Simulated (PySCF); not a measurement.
Si(CCH)2(H)(Me) (C5H6Si), SMILES C[SiH](C#C)C#C.

The structure is a stationary point at B3LYP-D3(BJ)/def2-SVP.

All values below come from TDDFT-CAM-B3LYP/def2-SVPD (PySCF).

Vertical excitations.  State labels are in the subgroup Cs.

Computed lowest excited states:
| state | symmetry | energy (eV) | λ (nm) | f | main pairs |
|---|---|---|---|---|---|
| S1 | A" | 5.95 | 208 | 0.000 | HOMO−1→LUMO 24 %, HOMO−2→LUMO+1 21 %, HOMO−2→LUMO 10 %, HOMO−3→LUMO+4 9 % |
| S2 | A' | 5.96 | 208 | 0.001 | HOMO→LUMO+1 37 %, HOMO→LUMO 14 %, HOMO−2→LUMO+3 11 %, HOMO−3→LUMO 11 % |
| S3 | A" | 6.18 | 201 | 0.000 | HOMO−1→LUMO 34 %, HOMO−2→LUMO+1 32 %, HOMO→LUMO+3 15 %, HOMO−3→LUMO+4 10 % |
| S4 | A" | 6.19 | 200 | 0.001 | HOMO−1→LUMO+1 37 %, HOMO−2→LUMO 30 %, HOMO→LUMO+4 13 %, HOMO−3→LUMO+3 10 % |
| S5 | A' | 6.25 | 198 | 0.006 | HOMO→LUMO 28 %, HOMO−3→LUMO+1 25 %, HOMO−1→LUMO+3 16 %, HOMO−2→LUMO+4 10 % |
| S6 | A' | 6.30 | 197 | 0.002 | HOMO−3→LUMO 35 %, HOMO−1→LUMO+4 22 %, HOMO→LUMO+1 17 %, HOMO−2→LUMO+3 6 % |
| S7 | A' | 7.78 | 159 | 0.165 | HOMO→LUMO 33 %, HOMO→LUMO+2 21 %, HOMO→LUMO+1 16 %, HOMO−2→LUMO+3 7 % |
| S8 | A" | 7.91 | 157 | 0.024 | HOMO→LUMO+3 39 %, HOMO−2→LUMO+1 28 %, HOMO−2→LUMO+2 10 %, HOMO−2→LUMO 6 % |
| S9 | A" | 7.97 | 156 | 0.030 | HOMO−1→LUMO+2 52 %, HOMO−3→LUMO+3 14 %, HOMO−1→LUMO+1 9 % |
| S10 | A' | 8.03 | 154 | 0.002 | HOMO−3→LUMO+1 23 %, HOMO−1→LUMO+3 17 %, HOMO−2→LUMO+3 12 %, HOMO−2→LUMO+4 9 % |
| T1 | A" | 4.88 | 254 | 0 | HOMO−1→LUMO+1 27 %, HOMO−2→LUMO 13 %, HOMO−1→LUMO 11 %, HOMO→LUMO+4 10 % |
| T2 | A' | 4.91 | 253 | 0 | HOMO→LUMO 20 %, HOMO−3→LUMO+1 19 %, HOMO−2→LUMO+4 13 %, HOMO−1→LUMO+3 9 % |
| T3 | A" | 5.34 | 232 | 0 | HOMO−2→LUMO+1 26 %, HOMO−1→LUMO 24 %, HOMO→LUMO+3 15 %, HOMO−3→LUMO+4 12 % |
| T4 | A" | 5.35 | 232 | 0 | HOMO−2→LUMO 25 %, HOMO−1→LUMO+1 25 %, HOMO→LUMO+4 16 %, HOMO−3→LUMO+3 11 % |
Triplets are in the Tamm–Dancoff approximation, which puts them higher than full response would, so one can lie above its singlet here.
